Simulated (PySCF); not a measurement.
PBE0 on Bi⁻ (bismuth, charge -1), [Xe] 4f14 5d10 6s2 6p4, high-spin 3P determinant. Calculation: PySCF 2.14, in aug-cc-pVTZ-PP with ECP60MDF (6s5p4d2f, 55 functions); scalar relativity through the core potential.

```
cycle= 1 E= -214.646484828142  delta_E= -0.00785  |g|= 0.0153  |ddm|= 0.369
cycle= 2 E= -214.646734222966  delta_E= -0.000249  |g|= 0.0143  |ddm|= 0.0835
cycle= 3 E= -214.646865229076  delta_E= -0.000131  |g|= 0.00225  |ddm|= 0.0335
cycle= 4 E= -214.646882653944  delta_E= -1.74e-05  |g|= 0.000967  |ddm|= 0.0165
cycle= 5 E= -214.646885816118  delta_E= -3.16e-06  |g|= 0.000192  |ddm|= 0.0081
cycle= 6 E= -214.646886032683  delta_E= -2.17e-07  |g|= 2.35e-05  |ddm|= 0.00259
cycle= 7 E= -214.646886034147  delta_E= -1.46e-09  |g|= 2.72e-06  |ddm|= 0.000214
cycle= 8 E= -214.646886034157  delta_E= -1.03e-11  |g|= 2.87e-07  |ddm|= 1.22e-05
converged SCF energy = -214.646886034157  <S^2> = 2.0076371  2S+1 = 3.0050871
```

Highest occupied orbital energy: 0.800 eV; ⟨L²⟩ = 2.04; populations by l: s 4.00, p 10.00, d 10.00, f 0.00.

(1) Can this result be used?

Results:

(1) With care. Self-consistency was reached. Energies and moments cover only the electrons outside the core potential. Spin-orbit coupling is strong in this species (close to jj coupling), so the high-spin LS determinant is a model state, not a physical level. At PBE0 the highest occupied level has a positive energy, so only the finite basis holds that electron; in a semilocal or global hybrid functional this comes from self-interaction and does not mean that the real anion is unbound.
